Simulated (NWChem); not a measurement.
# Basis-set convergence for Cl3In

SMILES: [Cl][In]([Cl])[Cl]
```xyz
4

In     0.0000     0.0000     0.0000
Cl     0.0000     0.0000     2.3209
Cl    -2.0100     0.0000    -1.1604
Cl     2.0100     0.0000    -1.1604
```
Charge 0, spin multiplicity 1.

Everything below was run with NWChem. The geometry was optimised at PBE0/def2-SVP with def2 effective core potentials on In, a minimum by its harmonic frequencies.

Quantity: vertical ionisation energy at the level ΔHF (Δ: difference of total energies, the cation a doublet at the parent's geometry with its hole in an orbital of symmetry b1 (C2v labels); it is the state that the SCF runs reached, from PBE0 orbitals for Hartree-Fock references, and need not be the lowest).

Effective core potentials replace the inner electrons of In; spin-orbit coupling is left out. The structure started from a generated list of species. The stability of the SCF solutions was not checked. Open-shell Hartree-Fock references start from PBE0 orbitals; any time given for them includes that run.

The cost column gives rough processor time relative to def2-SVP; each entry includes its own SCF.

```csv
basis,functions,vertical ionisation energy (eV),relative cost
def2-SVP,80,11.53,1
def2-SVPD,113,11.13,under 3
def2-TZVP,161,10.90,5
def2-TZVPP,176,10.90,7
def2-TZVPD,194,10.89,10
```

Smallest basis within 0.2 eV of def2-TZVPD, the largest set run: def2-TZVP, with 161 functions against 194 (also within reach: def2-TZVPP). def2-TZVPD isn't the basis-set limit itself, and a small set can land close by cancellation.
